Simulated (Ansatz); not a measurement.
C₂H₇Sb (`[CH3][SbH][CH3]`). Total charge 0; spin multiplicity 1. Correlated methods include outer-core shells of Sb, which these sets cover unevenly. Sb: def2 effective core potential.

```xyz
10

C     1.172    0.847   -0.705
Sb    0.301    0.379    1.214
C    -0.979   -1.190    0.463
H     1.879    0.060   -0.971
H     1.709    1.793   -0.642
H     0.400    0.916   -1.470
H    -0.910    1.585    1.087
H    -0.369   -2.068    0.250
H    -1.718   -1.452    1.220
H    -1.485   -0.869   -0.446
```

Problem. Give the diagnostics of a CCSD(T)/def2-TZVPP run (frozen core, the Gaussian-basis code of Ansatz). (Best estimate.)

Solution. Computed: T1 = 0.0118, largest single amplitude 0.019, largest double 0.030, (T) share of the correlation energy 3.3 %, 9 CCSD cycles. The RHF solution is stable towards an unrestricted one. T1 lies under the customary mark of 0.02 for closed shells.
